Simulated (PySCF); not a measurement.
Record of a relaxation.

C5H13ClGeO.
Atom-mapped SMILES: `[CH3:1][CH2:2][C@H:3]([CH2:4][CH2:5][Cl:6])[O:7][GeH3:8]` (hydrogens: H9, H10, H11 on C1; H12, H13 on C2; H14 on C3; H15, H16 on C4; H17, H18 on C5; H19, H20, H21 on Ge8)

Method: PBE0-D3(BJ)/def2-SVP geometry optimisation, gas phase (PySCF); density fitting, grid level 1; the optimiser is geomeTRIC in internal coordinates, started from a GFN2-xTB structure with every atom displaced at random (about 0.01 Å). The frame can shift and turn from step to step; on so coarse a grid that alone can change the energy by a few meV, and forces under 0.02 eV/Å are noise.

Step 0: E = -76449.3608 eV, largest atomic force 2.341 eV/Å
```
atom  x, y, z in Å  |  force x, y, z in eV/Å
C1     -0.292    2.618    0.543   -1.952   0.967   0.857
C2     -0.706    1.333    1.216    0.404  -0.148  -1.240
C3     -0.360    0.119    0.350    1.352   0.013   1.325
C4     -0.958   -1.148    0.923   -1.375  -0.128  -0.691
C5     -0.489   -2.421    0.243    0.201   1.081   0.328
Cl6    -0.556   -2.257   -1.517   -0.270  -0.319  -0.577
O7      1.071   -0.001    0.315   -1.264   0.280   0.605
Ge8     2.047   -0.399   -1.095   -0.569  -0.149  -0.057
H9     -0.549    3.496    1.198    0.265  -0.508  -0.466
H10    -0.854    2.756   -0.390    0.048   0.061  -0.205
H11     0.746    2.648    0.337    1.511  -0.031  -0.300
H12    -1.768    1.325    1.420   -0.728   0.047   0.092
H13    -0.201    1.258    2.160    0.495  -0.327   0.923
H14    -0.755    0.287   -0.646   -0.220   0.026  -0.695
H15    -0.767   -1.238    1.992    0.235   0.036   0.419
H16    -2.072   -1.051    0.811    0.576  -0.164   0.104
H17    -1.086   -3.270    0.524   -0.411  -0.687   0.183
H18     0.551   -2.590    0.512    0.419  -0.246  -0.007
H19     1.344    0.061   -2.334   -0.294   0.284  -0.692
H20     2.317   -1.869   -1.125    0.249  -0.820  -0.044
H21     3.264    0.364   -0.803    1.330   0.730   0.136
```

Step 1: E = -76449.6586 eV, largest atomic force 0.736 eV/Å
```
atom  x, y, z in Å  |  force x, y, z in eV/Å
C1     -0.295    2.632    0.487    0.378   0.032  -0.120
C2     -0.726    1.337    1.145   -0.049  -0.008   0.295
C3     -0.338    0.095    0.358   -0.176   0.045  -0.175
C4     -1.044   -1.151    0.889    0.098   0.053   0.120
C5     -0.551   -2.447    0.295   -0.148  -0.202  -0.132
Cl6    -0.696   -2.461   -1.507    0.005  -0.006   0.129
O7      1.057   -0.057    0.435    0.478  -0.143  -0.541
Ge8     2.106   -0.355   -1.016   -0.083   0.109   0.291
H9     -0.524    3.505    1.115   -0.014   0.028   0.032
H10    -0.801    2.774   -0.479   -0.021   0.013  -0.048
H11     0.799    2.637    0.295   -0.289  -0.028   0.086
H12    -1.819    1.343    1.310    0.053  -0.025  -0.040
H13    -0.256    1.241    2.145   -0.099   0.022  -0.145
H14    -0.668    0.233   -0.699    0.109  -0.037   0.137
H15    -0.887   -1.212    1.984   -0.016  -0.014  -0.092
H16    -2.125   -1.050    0.716   -0.072   0.012   0.020
H17    -1.140   -3.310    0.644    0.113   0.134   0.003
H18     0.508   -2.619    0.523    0.019   0.023  -0.015
H19     1.359    0.147   -2.283    0.128  -0.053   0.231
H20     2.414   -1.877   -1.100   -0.013   0.270   0.009
H21     3.419    0.456   -0.752   -0.399  -0.224  -0.044
```

Step 2: E = -76449.6902 eV, largest atomic force 0.189 eV/Å
```
atom  x, y, z in Å  |  force x, y, z in eV/Å
C1     -0.265    2.616    0.474    0.077   0.021  -0.025
C2     -0.729    1.329    1.130   -0.018   0.006   0.046
C3     -0.340    0.080    0.348   -0.092   0.049  -0.002
C4     -1.046   -1.159    0.895    0.060   0.020   0.027
C5     -0.570   -2.467    0.311   -0.034  -0.030  -0.113
Cl6    -0.763   -2.518   -1.481    0.025   0.027   0.057
O7      1.059   -0.074    0.423    0.078  -0.106  -0.136
Ge8     2.101   -0.310   -1.018   -0.029   0.061   0.158
H9     -0.498    3.495    1.094   -0.008  -0.005  -0.004
H10    -0.743    2.762   -0.508    0.000  -0.005   0.007
H11     0.826    2.600    0.316   -0.041  -0.004   0.024
H12    -1.824    1.342    1.271    0.005   0.006  -0.037
H13    -0.283    1.234    2.136   -0.025  -0.004  -0.014
H14    -0.660    0.216   -0.706    0.009  -0.045   0.021
H15    -0.873   -1.210    1.985   -0.008  -0.014  -0.002
H16    -2.133   -1.055    0.741    0.011   0.020   0.007
H17    -1.145   -3.319    0.697    0.025   0.011   0.040
H18     0.496   -2.632    0.514    0.008   0.021  -0.007
H19     1.370    0.249   -2.250   -0.017  -0.001  -0.012
H20     2.429   -1.806   -1.168   -0.002  -0.008  -0.015
H21     3.380    0.488   -0.700   -0.025  -0.022  -0.020
```

Step 3: E = -76449.6958 eV, largest atomic force 0.079 eV/Å
```
atom  x, y, z in Å  |  force x, y, z in eV/Å
C1     -0.248    2.612    0.474   -0.023   0.002   0.011
C2     -0.743    1.332    1.124    0.040  -0.015  -0.040
C3     -0.349    0.077    0.353   -0.027   0.045   0.029
C4     -1.045   -1.162    0.903   -0.004   0.004   0.028
C5     -0.552   -2.459    0.309   -0.001  -0.002  -0.051
Cl6    -0.748   -2.499   -1.479   -0.016  -0.015   0.012
O7      1.049   -0.087    0.425   -0.019   0.005   0.058
Ge8     2.079   -0.312   -1.015    0.016   0.023  -0.021
H9     -0.491    3.496    1.083   -0.008  -0.004  -0.007
H10    -0.696    2.757   -0.522    0.006  -0.006   0.007
H11     0.845    2.583    0.351    0.039   0.003   0.001
H12    -1.840    1.354    1.237   -0.008   0.010  -0.030
H13    -0.322    1.238    2.139   -0.009  -0.013   0.031
H14    -0.663    0.203   -0.703   -0.039  -0.014  -0.012
H15    -0.867   -1.216    1.992    0.001  -0.006   0.011
H16    -2.133   -1.066    0.754    0.005  -0.003   0.000
H17    -1.104   -3.323    0.701   -0.007  -0.025   0.011
H18     0.520   -2.600    0.505   -0.006   0.007   0.006
H19     1.342    0.268   -2.232   -0.021   0.009  -0.041
H20     2.395   -1.806   -1.193    0.009  -0.042  -0.010
H21     3.361    0.470   -0.700    0.070   0.037   0.005
```

Step 4: E = -76449.7003 eV, largest atomic force 0.116 eV/Å
```
atom  x, y, z in Å  |  force x, y, z in eV/Å
C1     -0.224    2.599    0.469   -0.049  -0.010   0.027
C2     -0.750    1.328    1.113    0.034  -0.006  -0.047
C3     -0.356    0.068    0.353    0.037   0.037   0.019
C4     -1.048   -1.170    0.914    0.005  -0.006   0.016
C5     -0.561   -2.469    0.317    0.016   0.025   0.000
Cl6    -0.790   -2.520   -1.465   -0.007  -0.009  -0.012
O7      1.044   -0.094    0.424   -0.064  -0.015   0.095
Ge8     2.080   -0.279   -1.016    0.013   0.008  -0.079
H9     -0.477    3.489    1.065   -0.007   0.000  -0.005
H10    -0.643    2.741   -0.540    0.007  -0.004  -0.003
H11     0.871    2.559    0.379    0.048   0.008  -0.004
H12    -1.849    1.361    1.198   -0.013   0.023  -0.014
H13    -0.354    1.235    2.138   -0.011  -0.014   0.034
H14    -0.672    0.185   -0.703   -0.043  -0.019  -0.020
H15    -0.858   -1.221    2.001    0.006  -0.004   0.006
H16    -2.137   -1.074    0.777   -0.001   0.004  -0.005
H17    -1.101   -3.333    0.727   -0.011  -0.019   0.000
H18     0.514   -2.601    0.496   -0.001  -0.003   0.002
H19     1.338    0.323   -2.223   -0.007  -0.001  -0.019
H20     2.404   -1.768   -1.232   -0.002  -0.024  -0.001
H21     3.359    0.501   -0.687    0.050   0.031   0.009
```

Step 5: E = -76449.7043 eV, largest atomic force 0.072 eV/Å
```
atom  x, y, z in Å  |  force x, y, z in eV/Å
C1     -0.194    2.587    0.470   -0.018  -0.013   0.024
C2     -0.761    1.326    1.098    0.015  -0.004  -0.020
C3     -0.363    0.057    0.355    0.064   0.013  -0.021
C4     -1.047   -1.178    0.929   -0.011  -0.014   0.002
C5     -0.565   -2.478    0.327    0.016   0.024   0.053
Cl6    -0.823   -2.539   -1.449   -0.004  -0.002  -0.028
O7      1.038   -0.104    0.425   -0.036  -0.008   0.057
Ge8     2.072   -0.247   -1.023    0.014   0.000  -0.071
H9     -0.470    3.483    1.046   -0.006   0.002  -0.004
H10    -0.563    2.724   -0.559    0.008  -0.002  -0.009
H11     0.904    2.538    0.434    0.013   0.009  -0.002
H12    -1.863    1.376    1.137   -0.005   0.017   0.004
H13    -0.408    1.232    2.139   -0.013  -0.008   0.010
H14    -0.682    0.159   -0.702   -0.028  -0.007  -0.004
H15    -0.846   -1.227    2.014    0.009  -0.001  -0.002
H16    -2.138   -1.083    0.803   -0.001  -0.001  -0.001
H17    -1.090   -3.343    0.752   -0.009   0.000  -0.013
H18     0.514   -2.600    0.489    0.000  -0.007  -0.001
H19     1.319    0.371   -2.217    0.006  -0.006   0.010
H20     2.404   -1.730   -1.274   -0.006   0.006   0.011
H21     3.352    0.537   -0.687   -0.008   0.003   0.004
```

Step 6: E = -76449.7057 eV, largest atomic force 0.050 eV/Å
```
atom  x, y, z in Å  |  force x, y, z in eV/Å
C1     -0.177    2.581    0.475    0.006  -0.005   0.012
C2     -0.768    1.324    1.089   -0.001   0.003   0.000
C3     -0.364    0.052    0.355    0.037   0.003  -0.022
C4     -1.046   -1.182    0.936   -0.009  -0.007  -0.005
C5     -0.566   -2.482    0.334    0.010   0.006   0.048
Cl6    -0.835   -2.547   -1.441    0.001  -0.001  -0.023
O7      1.037   -0.107    0.425   -0.020  -0.005   0.013
Ge8     2.066   -0.231   -1.031    0.006  -0.005  -0.032
H9     -0.470    3.480    1.037   -0.005   0.002  -0.004
H10    -0.511    2.714   -0.567    0.006  -0.002  -0.006
H11     0.923    2.532    0.474   -0.006   0.004   0.001
H12    -1.869    1.384    1.100    0.000   0.007   0.009
H13    -0.444    1.229    2.140   -0.006  -0.003  -0.002
H14    -0.687    0.145   -0.702   -0.009   0.000   0.006
H15    -0.839   -1.229    2.020    0.007   0.004  -0.003
H16    -2.137   -1.087    0.815   -0.001  -0.003   0.003
H17    -1.087   -3.347    0.763   -0.006   0.004  -0.014
H18     0.514   -2.603    0.489    0.000  -0.005  -0.002
H19     1.301    0.383   -2.218    0.005  -0.002   0.012
H20     2.407   -1.712   -1.288   -0.002   0.009   0.009
H21     3.341    0.563   -0.697   -0.015  -0.004  -0.001
```

Step 7: E = -76449.7061 eV, largest atomic force 0.023 eV/Å
```
atom  x, y, z in Å  |  force x, y, z in eV/Å
C1     -0.168    2.580    0.480    0.012   0.001   0.001
C2     -0.770    1.324    1.085   -0.006   0.002   0.007
C3     -0.364    0.051    0.354    0.003  -0.002  -0.010
C4     -1.044   -1.182    0.938   -0.003  -0.002  -0.008
C5     -0.564   -2.483    0.338    0.005   0.000   0.022
Cl6    -0.831   -2.550   -1.438    0.003   0.002  -0.009
O7      1.037   -0.108    0.423   -0.003  -0.003  -0.013
Ge8     2.060   -0.228   -1.038   -0.001  -0.005   0.002
H9     -0.473    3.480    1.034   -0.004   0.001  -0.003
H10    -0.482    2.710   -0.568    0.003  -0.002  -0.003
H11     0.931    2.531    0.500   -0.008   0.000   0.003
H12    -1.872    1.389    1.083    0.002   0.001   0.006
H13    -0.461    1.227    2.140    0.002  -0.002  -0.005
H14    -0.689    0.141   -0.703    0.001   0.004   0.005
H15    -0.835   -1.227    2.022    0.004   0.004  -0.001
H16    -2.136   -1.088    0.818   -0.001  -0.003   0.005
H17    -1.089   -3.348    0.765   -0.004   0.004  -0.007
H18     0.515   -2.606    0.494   -0.001  -0.002   0.001
H19     1.285    0.376   -2.223    0.001   0.001   0.005
H20     2.412   -1.707   -1.288    0.002   0.005   0.004
H21     3.329    0.579   -0.712   -0.007  -0.003  -0.003
```

Step 8: E = -76449.7062 eV, largest atomic force 0.021 eV/Å
```
atom  x, y, z in Å  |  force x, y, z in eV/Å
C1     -0.164    2.580    0.484    0.008   0.004  -0.004
C2     -0.771    1.324    1.085   -0.005   0.001   0.007
C3     -0.364    0.052    0.353   -0.016   0.000   0.002
C4     -1.044   -1.181    0.938    0.003   0.002  -0.005
C5     -0.563   -2.482    0.340    0.001  -0.004  -0.003
Cl6    -0.821   -2.548   -1.438    0.003   0.001   0.003
O7      1.036   -0.106    0.421    0.005  -0.004  -0.020
Ge8     2.057   -0.230   -1.042   -0.005  -0.001   0.017
H9     -0.475    3.481    1.034   -0.003   0.000  -0.002
H10    -0.469    2.709   -0.568    0.001  -0.002   0.000
H11     0.935    2.532    0.513   -0.004  -0.001   0.004
H12    -1.872    1.392    1.079    0.001  -0.001   0.002
H13    -0.466    1.226    2.141    0.006  -0.001  -0.004
H14    -0.691    0.142   -0.703    0.004   0.004   0.002
H15    -0.835   -1.225    2.022    0.001   0.003   0.001
H16    -2.136   -1.089    0.818    0.000  -0.002   0.004
H17    -1.091   -3.347    0.763   -0.002   0.001  -0.002
H18     0.516   -2.608    0.501   -0.001   0.000   0.003
H19     1.274    0.361   -2.229   -0.002   0.001  -0.002
H20     2.417   -1.708   -1.281    0.003   0.000   0.000
H21     3.320    0.587   -0.725    0.002   0.000  -0.002
```

Problem. Summarise the path.

Solution. The energy falls by 0.3453 eV from step 0 to step 8; nine tenths of that is first reached at step 2. It falls at every step. The largest force goes from 2.341 to 0.021 eV/Å. Among the bonds Ge8–H21 changes most, from 1.466 to 1.538 Å; the atoms move by 0.224 Å rms after alignment.

Problem. Follow the three bonds and two angles with the largest change from start to end.

Solution. 
```
step  E above end (eV)  largest force (eV/Å)  Ge8–H21 (Å)  Ge8–H20 (Å)  Ge8–H19 (Å)  O7–Ge8–H21 (°)  C3–O7–Ge8 (°)
   0            0.3453                 2.341        1.466        1.495        1.497           100.6          126.2
   1            0.0476                 0.736        1.566        1.555        1.554           105.3          123.1
   2            0.0159                 0.189        1.540        1.539        1.538           104.4          123.3
   3            0.0104                 0.079        1.534        1.537        1.537           104.6          123.1
   4            0.0059                 0.116        1.535        1.539        1.539           104.9          123.2
   5            0.0019                 0.072        1.538        1.541        1.541           105.3          123.0
   6            0.0005                 0.050        1.539        1.541        1.541           105.3          122.6
   7            0.0001                 0.023        1.538        1.540        1.540           105.3          122.4
   8            0.0000                 0.021        1.538        1.540        1.539           105.3          122.4
```

The cost below is that of the whole optimisation. On one thread of an Intel Xeon at 2.50 GHz, no GPU, shared host with 64 logical CPUs at a one-minute load of 62, this took 9.2 min of wall time and 0.91 GiB of memory at its peak.
